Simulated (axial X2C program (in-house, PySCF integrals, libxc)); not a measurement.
**Spin–orbit effects down a group: molecules with I (ions), PBE0**

All values come from calculations with an in-house relativistic program for diatomic molecules, spin-free (one-electron X2C) or two-component (2c: spin–orbit coupling with atomic mean-field Coulomb and Gaunt terms, which also bring small scalar terms), in Dyall basis sets with cores contracted in-house; open shells are unrestricted.

Basis sets: Br dyall-cv3z, Cl dyall-av3z, F dyall-av3z, I dyall-cv3z.

```csv
molecule,spin-free state,Re (Å),ωe (cm⁻¹),De (eV),2c state,Re 2c (Å),ωe 2c (cm⁻¹),De 2c (eV)
IF⁺,"M_S = 1/2, Λ = 1",1.832,731.9,2.77,Ω = 3/2,1.840,716.7,2.75
ICl⁺,"M_S = 1/2, Λ = 1",2.232,457.3,2.78,Ω = 3/2,2.241,447.7,2.69
IBr⁺,"M_S = 1/2, Λ = 1",2.377,318.9,2.85,Ω = 3/2,2.386,312.3,2.67
```

Fragments in 2c: I+ + F, I+ + Cl, I+ + Br. Each entry is the lowest single determinant of a limited PBE0 search at one distance. De goes to single-determinant-based atoms at the same level (for ions the charge split of lowest energy) and is withheld (n/a) where an atom does not fit its ground term or J level. Main or longest-lived isotopes. Some light 2c atoms are not at their ground J level, so De misses part of their lowering (0.04 eV or less). The functionals have no current term, which raises determinants with orbital currents.
